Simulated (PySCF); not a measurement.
Nonlinear optical response: `O=c1cccc(Br)cc1`, C7H5BrO

Geometry:
```
atom   x (Å)   y (Å)   z (Å)
  O1  -2.856   0.614  -0.432
  C2  -1.676   0.345  -0.254
  C3  -1.261  -1.053  -0.172
  C4  -0.045  -1.613   0.014
  C5   1.223  -1.001   0.191
  C6   1.505   0.326   0.215
 Br7   3.341   0.805   0.475
  C8   0.626   1.437   0.073
  C9  -0.708   1.436  -0.124
 H10  -2.105  -1.724  -0.286
 H11  -0.013  -2.696   0.033
 H12   2.051  -1.685   0.320
 H13   1.109   2.405   0.134
 H14  -1.191   2.403  -0.208
```

Computed with PySCF 2.14.0, quadratic response B3LYP/def2-SVPD first hyperpolarisability, Taylor convention, gas phase. Geometry: GFN2-xTB.

The calculation is non-relativistic, which matters for the atoms heavier than Zn.

(1) Give β for the processes computed.

(2) Which lowest excitations, dipole and polarisabilities go with it?

## Answers

(1) In au, Taylor convention; the vector part is βᵢ = ⅓ Σⱼ (βᵢⱼⱼ + βⱼᵢⱼ + βⱼⱼᵢ); β∥ is 3/5 of the vector part along the dipole, the dipole points from − to +:
| process | λ (nm) | β vector norm | β∥ | β HRS | depolarisation ratio |
| --- | --- | --- | --- | --- | --- |
| static β(0;0,0) | ∞ | 232.5 | 95.7 | 124.1 | 2.85 |
| second harmonic β(−2ω;ω,ω) | 1907 | 291.2 | 123.4 | 147.9 | 3.06 |
| Pockels β(−ω;ω,0) | 1907 | 250.6 | 104.3 | – | – |
| second harmonic β(−2ω;ω,ω) | 1064 | 485.3 | 213.4 | 227.2 | 3.47 |
| Pockels β(−ω;ω,0) | 1064 | 295.9 | 125.6 | – | – |

(2) S1 3.28 eV (f = 0.000); S2 3.60 eV (f = 0.084); S3 3.64 eV (f = 0.000); dipole 3.37 D; isotropic α 113.9 au static, 114.6 au at 1907 nm, 116.2 au at 1064 nm, 116.8 au at 953.5 nm, 125.3 au at 532 nm.
